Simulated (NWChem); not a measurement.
System: C₄H₃FO; SMILES Fc1ccoc1

```xyz
9

F     -0.0310     2.0619     0.0000
C     -0.0108     0.7273     0.0000
C      1.1651    -0.0903     0.0000
C      0.6922    -1.3819     0.0000
O     -0.6688    -1.4009     0.0000
C     -1.1065    -0.1068     0.0000
H      2.2066     0.2462     0.0000
H      1.1846    -2.3595     0.0000
H     -2.1863     0.0620     0.0000
```
Atoms are numbered in this order, from 1.

Level: PBE-D3(BJ)/def2-SVP (NWChem), optimised geometry, unscaled harmonic frequencies. 

**Question.** List the harmonic frequencies with IR intensities, and the thermochemistry.

**Answer.** 
| frequency (cm⁻¹) | IR intensity (km/mol) |
|---|---|
| 321 | 0.0 |
| 402 | 1.8 |
| 605 | 17.2 |
| 617 | 0.9 |
| 639 | 7.0 |
| 682 | 0.5 |
| 736 | 73.4 |
| 816 | 1.8 |
| 853 | 22.3 |
| 971 | 24.4 |
| 1023 | 0.8 |
| 1066 | 16.4 |
| 1198 | 7.0 |
| 1207 | 6.8 |
| 1285 | 52.7 |
| 1417 | 43.0 |
| 1504 | 10.1 |
| 1623 | 101.3 |
| 3201 | 0.3 |
| 3220 | 1.6 |
| 3232 | 2.7 |

```yaml
zero_point_energy: 38.0 kcal/mol
thermal correction to the enthalpy at 298.15 K (with zero-point energy): 41.5 kcal/mol
heat capacity Cv: 16.7 cal/(mol K)
entropy at 298.15 K and 1 atm (symmetry number 1): 69.9 cal/(mol K)
dipole_moment: 0.91 D
```

Rigid rotor and harmonic oscillator.
